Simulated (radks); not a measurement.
Results of a calculation; reference values are marked as such.
Question: Ionisation of Zr8+, [Ar] 3d10 4s2 4p2, to Zr9+, [Ar] 3d10 4s2 4p1, under several functionals. Dirac Kohn-Sham, spin-unpolarised, spherical densities, point nucleus; open shells fill j = l - 1/2 first; a radial shooting solver on a logarithmic mesh with Libxc functionals. Known Delta-SCF values: AM05 153.21 eV; BP86 153.36 eV. What does OLYP give, and what is its highest occupied eigenvalue?

Answer: 153.12 eV by Delta-SCF; the 4p1/2 eigenvalue is -143.83 eV. NIST: 153 eV (theoretical).

Beside tabulated values, note that spin-unpolarised runs miss the spin-polarisation part of the exchange energy of open shells.
